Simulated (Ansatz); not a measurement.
Basis sets compared for the cluster VO₃ (the lowest doublet isomer of a short search). Charge 0, multiplicity 2. Geometry PBE0-D4/def2-TZVP. Ansatz on 4 threads of Arm Neoverse V2 on a shared host; times are rough, and most runs start from earlier orbitals.

Cartesian coordinates in Å:
```
V 0.0722 0.6224 0.1078
O 0.5783 -1.0101 0.6356
O -1.3997 1.1756 0.0165
O 0.7492 -0.7878 -0.7599
```

The structure holds one bond between oxygen atoms, so isomers without such links may lie far lower. The structure comes from a short search, and lower isomers may exist.

Binding counts from free atoms (V quartet, O triplet) in the same basis, without a counterpoise term.

```csv
level,functions,energy (Eh),HOMO (eV),LUMO (eV),binding per atom (eV),wall time
PBE-D4/def2-SVP,73,-1168.9281,-4.83,-3.85,–,1 s
PBE-D4/def2-TZVP,138,-1169.3350,-5.17,-4.12,–,1.7 s
r2SCAN-D4/def2-TZVP,138,-1169.6286,-5.84,-4.06,–,4.6 s
PBE0-D4/def2-SVP,73,-1168.8808,-7.14,-3.18,3.75,1.3 s
PBE0-D4/def2-TZVP (with forces),138,-1169.2880,-7.39,-3.35,–,2.9 s
```

Problem. Estimate the rows for PBE-D4/def2-TZVPD, r2SCAN-D4/def2-TZVPD, PBE0-D4/def2-TZVPD.

Solution. 
```csv
level,functions,energy (Eh),HOMO (eV),LUMO (eV),binding per atom (eV),wall time
PBE-D4/def2-TZVPD,168,-1169.3380,-5.24,-4.21,–,2.5 s
r2SCAN-D4/def2-TZVPD,168,-1169.6313,-5.88,-4.11,–,5.5 s
PBE0-D4/def2-TZVPD,168,-1169.2908,-7.43,-3.43,–,3.4 s
```
